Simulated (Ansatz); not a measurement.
[closo-1-(NH3)B7H6]- (B₇NH₉⁻). The state is a singlet with charge -1. Geometry PBE-D4/def2-SVPD, basis def2-TZVPD, Ansatz.

```csv
run,HOMO (eV),LUMO (eV)
A,-0.56,1.97
B,-0.96,2.13
C,-1.07,1.64
D,-0.43,1.34
E,-1.47,1.94
F,-0.28,1.32
```

HSE06 is defined as in plane-wave codes, on full-range PBE exchange.

**Question.** The runs used BLYP, HSE06, PBE, PBE0, r2SCAN, r2SCANh. Estimate which is which.

**Answer.** A r2SCAN (0 % exact exchange); B r2SCANh (10 % exact exchange); C HSE06 (range-separated); D PBE (0 % exact exchange); E PBE0 (25 % exact exchange); F BLYP (0 % exact exchange). Exact exchange lowers occupied and raises empty levels; among semilocal functionals meta-GGAs tend to open the gap a little, and such runs are hard to tell apart. The gap grows from 1.60 eV (BLYP) to 3.41 eV (PBE0).
